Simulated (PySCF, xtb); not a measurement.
C3H10FNSi, SMILES CC(C)(F)[SiH2]N. One conformer was computed; it need not be the lowest.

Harmonic wavenumbers (cm⁻¹) from GFN2-xTB in xtb 6.7.1 at its own minimum, in rising order: 40, 113, 149, 180, 203, 228, 262, 355, 358, 414, 489, 513, 599, 618, 722, 743, 816, 850, 914, 943, 955, 1007, 1139, 1184, 1207, 1396, 1408, 1478, 1488, 1493, 1506, 1511, 2268, 2288, 3008, 3012, 3031, 3039, 3042, 3047, 3466, 3501.

Problem. What does PySCF with B3LYP-D3(BJ)/def2-SVP give at its own minimum? (The exact figures need the calculation; the answer reports its results.)

Solution. 69, 125, 188, 211, 227, 261, 284, 342, 362, 391, 437, 545, 608, 733, 835, 853, 897, 910, 931, 933, 947, 999, 1154, 1209, 1225, 1381, 1394, 1444, 1458, 1462, 1481, 1544, 2212, 2229, 3021, 3025, 3103, 3107, 3118, 3121, 3570, 3663. Paired by order, the mean absolute difference is 42 cm⁻¹ and the zero-point energies are 78.6 and 80.1 kcal/mol.
